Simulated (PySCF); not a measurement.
H3Al, triplet, at a GFN2-xTB geometry (such geometries of metal compounds can be far from the true shape) (a higher spin typed on purpose: for a closed-shell molecule this is an excited state); PySCF with MN15/3-21G.

PySCF was given this input:
```python
from pyscf import gto, scf, dft

mol = gto.Mole()
mol.atom = '''
    Al   -0.008521    0.116017    0.094059
    H     0.592355   -1.441775    0.613279
    H    -0.412095    1.227768   -0.982922
    H    -0.069489   -1.294210   -0.853122
'''
mol.basis = '3-21g'
mol.charge = 0
mol.spin = 2
mol.verbose = 5
mol.build()

mf = dft.UKS(mol)
mf.xc = 'mn15'
mf.kernel()
```

Write the output that PySCF gives for this input, abridged.


```
PySCF version 2.14.0

[INPUT] verbose = 5
[INPUT] max_memory = 4000
[INPUT] num. atoms = 4
[INPUT] num. electrons = 16
[INPUT] charge = 0
[INPUT] spin (= nelec alpha-beta = 2S) = 2
[INPUT] symmetry False subgroup None
[INPUT] Mole.unit = angstrom
[INPUT] Symbol           X                Y                Z      unit          X                Y                Z       unit  Magmom
[...]
[INPUT] ---------------- BASIS SET ----------------
[INPUT] l, kappa, [nprim/nctr], expnt,             c_1 c_2 ...
[INPUT] H
[...]
                                0.824547          0.904691
[...]
[INPUT] Al
[...]
                                116.952           0.389061
                                25.3326           0.669468
[...]
                                6.63314           0.146245
                                1.72675           0.92373
[...]
                                0.202506          1.18412
[...]
                                6.63314           0.461174
                                1.72675           0.605535
[...]
                                0.202506          0.97266
[...]
nuclear repulsion = 12.9789641428181
number of shells = 13
number of NR pGTOs = 36
number of NR cGTOs = 19
basis = 3-21g
ecp = {}

******** <class 'pyscf.dft.uks.UKS'> ********
method = UKS
initial guess = minao
damping factor = 0
level_shift factor = 0
DIIS = <class 'pyscf.scf.diis.CDIIS'>
diis_start_cycle = 1
diis_space = 8
diis_damp = 0
SCF conv_tol = 1e-09
SCF conv_tol_grad = None
SCF max_cycles = 50
direct_scf = True
direct_scf_tol = 1e-13
number electrons alpha = 9  beta = 7
XC library pyscf.dft.libxc version 7.1.2
    S. Lehtola, C. Steigemann, M. J. T. Oliveira, and M. A. L. Marques,  SoftwareX 7, 1–5 (2018)
XC functionals = mn15
    H. S. Yu, X. He, S. L. Li, and D. G. Truhlar,  Chem. Sci. 7, 5032–5051 (2016)
    H. S. Yu, X. He, S. L. Li, and D. G. Truhlar,  Chem. Sci. 7, 5032–5051 (2016)
radial grids:
    Treutler-Ahlrichs [JCP 102, 346 (1995); DOI:10.1063/1.469408] (M4) radial grids

becke partition: Becke, JCP 88, 2547 (1988); DOI:10.1063/1.454033
pruning grids: <function nwchem_prune>
grids dens level: 3
symmetrized grids: False
atomic radii adjust function: <function treutler_atomic_radii_adjust>
small_rho_cutoff = 0
Set gradient conv threshold to 3.16228e-05
atom Al rad-grids = 80, ang-grids = [ 50  50  50  50  50  50  50  50  50  50  50  50  50  50  50  50  50  50
  50  50  50  50  50  86  86  86  86  86  86  86  86  86  86  86  86  86
[...]
  beta  mo_energy =
[-5.47855167e+01 -4.04767026e+00 -2.72765115e+00 -2.72400781e+00
 -2.72167982e+00 -4.52867330e-01 -3.59050689e-01 -1.80892202e-01
 -4.14094117e-02 -2.17775263e-02  1.04659078e-01  1.80319017e-01
  1.85942427e-01  2.65395406e-01  2.86895992e-01  3.17099987e-01
  9.16052815e-01  1.01201005e+00  1.11443772e+00]
multiplicity <S^2> = 2.0035505  2S+1 = 3.0023661
nelec by numeric integration = [9.00000014 7.00000004]
E1 = -362.31462393116095  E2 = 106.96098486061209  Ecoul = 126.24369700094302  Exc = -19.282712140330926
cycle= 13 E= -242.374674927731  delta_E= -1.09e-09  |g|= 5.32e-06  |ddm|= 0.000406

  alpha mo_energy =
[-54.78850317  -4.05029351  -2.73061904  -2.72767086  -2.72488347
  -0.52188215  -0.38592965  -0.30207073  -0.16013891  -0.06609709
   0.08705214   0.14945667   0.1627401    0.21709734   0.23606441
   0.2468344    0.9423352    1.05984914   1.13348039]
  beta  mo_energy =
[-5.47855190e+01 -4.04767188e+00 -2.72765244e+00 -2.72400958e+00
 -2.72168179e+00 -4.52867274e-01 -3.59050072e-01 -1.80893485e-01
 -4.14079666e-02 -2.17807521e-02  1.04658339e-01  1.80319755e-01
  1.85942302e-01  2.65395367e-01  2.86896637e-01  3.17096390e-01
  9.16055822e-01  1.01201044e+00  1.11443821e+00]
multiplicity <S^2> = 2.0035503  2S+1 = 3.0023659
nelec by numeric integration = [9.00000014 7.00000004]
E1 = -362.3146272206462  E2 = 106.9609881500169  Ecoul = 126.24370167163981  Exc = -19.282713521622902
cycle= 14 E= -242.374674927811  delta_E= -8.04e-11  |g|= 1.03e-06  |ddm|= 3.78e-05

  alpha mo_energy =
[-54.78850343  -4.05029373  -2.73061922  -2.72767107  -2.7248837
  -0.52188214  -0.38592965  -0.30207069  -0.16013921  -0.06609723
   0.08705219   0.14945648   0.16274      0.21709728   0.23606421
   0.2468343    0.94233568   1.05984982   1.13348083]
  beta  mo_energy =
[-5.47855193e+01 -4.04767210e+00 -2.72765263e+00 -2.72400982e+00
 -2.72168200e+00 -4.52867359e-01 -3.59050244e-01 -1.80893953e-01
 -4.14082723e-02 -2.17807736e-02  1.04658271e-01  1.80319812e-01
  1.85942326e-01  2.65395170e-01  2.86896604e-01  3.17096430e-01
  9.16055393e-01  1.01200950e+00  1.11443724e+00]
multiplicity <S^2> = 2.0035503  2S+1 = 3.002366
nelec by numeric integration = [9.00000014 7.00000004]
E1 = -362.31462859490256  E2 = 106.9609895242715  Ecoul = 126.2437029412589  Exc = -19.282713416987406
Extra cycle  E= -242.374674927813  delta_E= -1.79e-12  |g|= 4.17e-07  |ddm|= 3.48e-06
converged SCF energy = -242.374674927813  <S^2> = 2.0035503  2S+1 = 3.002366
```
